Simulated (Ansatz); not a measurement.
Geometry optimisation, RKS B3LYP-D4/STO-3G in Ansatz 0.2.0.

Input:

```yaml
crystal:
  periodic: [false, false, false]
  atoms:
    - { symbol: F, position_ang: [-0.9353, 1.1067, 1.2166] }
    - { symbol: Si, position_ang: [0.1394, 0.582, 0.211] }
    - { symbol: Si, position_ang: [1.3969, -1.0305, 1.2265] }
    - { symbol: O, position_ang: [-0.5611, -0.022, -1.12] }
    - { symbol: C, position_ang: [-1.7306, 0.5169, -1.6682] }
    - { symbol: S, position_ang: [-2.3755, -0.1925, -2.9961] }
    - { symbol: H, position_ang: [1.0032, 1.7371, -0.2214] }
    - { symbol: H, position_ang: [0.6399, -2.1702, 1.6792] }
    - { symbol: H, position_ang: [2.1305, -0.4632, 2.4783] }
    - { symbol: H, position_ang: [2.4783, -1.5469, 0.3376] }
    - { symbol: H, position_ang: [-2.1205, 1.4254, -1.1229] }
basis:
  gaussian: { orbitals: STO-3G }
hamiltonian:
  xc: b3lyp
  dispersion: d4
relax:
  f_tol: 0.02
  max_steps: 40
scf:
  lower_state_search: "off"
```

Command:

```bash
$ ansatz run input.yaml --threads 1 --pin off --max-ram 2048MiB --backend cpu --events-out ev --progress --plain --runs-dir out
```

Problem. Where does it end, and by what steps?

Solution. The run converged. Limits of this set-up: minimal basis. After 8 steps the energy has fallen by 0.629 eV; S6 moved furthest, 0.18 Å.

```csv
step,energy less start (eV),largest force component (eV/Å),accepted
0,0.0000,4.661,yes
1,-0.4538,2.340,yes
2,-0.4530,1.247,no
3,-0.5938,0.532,yes
4,-0.6223,0.218,yes
5,-0.6269,0.144,yes
6,-0.6278,0.112,yes
7,-0.6283,0.080,yes
8,-0.6285,0.018,yes
```

```xyz
11
Properties=species:S:1:pos:R:3
F -1.055 1.156 1.167
Si 0.176 0.567 0.252
Si 1.451 -1.019 1.260
O -0.568 -0.194 -1.136
C -1.675 0.473 -1.669
S -2.457 -0.036 -2.991
H 0.950 1.706 -0.231
H 0.644 -2.139 1.681
H 2.107 -0.461 2.420
H 2.462 -1.487 0.341
H -1.971 1.375 -1.074
```

Whether the end is a true minimum wasn't checked by a vibrational analysis.

Time of the run: 18 s on 1 thread of Intel(R) Xeon(R) 6975P-C (Granite Rapids), on a shared host, peak memory 0.18 GiB.
